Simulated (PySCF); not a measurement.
**Finite-field polarisability of Tl⁻ (thallium, charge -1)**

[Xe] 4f14 5d10 6s2 6p2, high-spin 3P determinant. Calculation: PySCF 2.14, in aug-cc-pVTZ-DK3; scalar relativity by spin-free X2C-1e. Frozen: [Xe] 4f14 5d10. Energy changes in a uniform field (μhartree):

```
axis   F (au)        HF       MP2      CCSD   CCSD(T)
   x    0.001   -98.612   -95.860   -98.424   -98.828
   x    0.002  -394.418  -383.352  -393.577  -395.178
   y  0.00058   -98.442   -86.130   -91.488   -91.049
   y  0.00116  -395.589  -343.863  -366.066  -364.148
   z  0.00059  -101.871   -89.123   -94.671   -94.216
   z  0.00118  -409.435  -355.790  -378.803  -376.810
```

(1) Derive α along x at CCSD(T) from the two fields.

(2) And the mean polarisability at each level?

The polarisability of an anion needs two sets of diffuse s and p functions; this basis lacks them, so these values show the method and not the converged property.

Spin-orbit coupling is strong in this species (close to jj coupling), so the high-spin LS determinant is a model state, not a physical level.

Answers

(1) With ΔE = −αF²/2 − γF⁴/24, α = −(16 ΔE(F) − ΔE(2F))/(6F²) = 197.7 bohr³.

(2) HF 455.3, MP2 405.5, CCSD 428.2, CCSD(T) 426.8 bohr³.
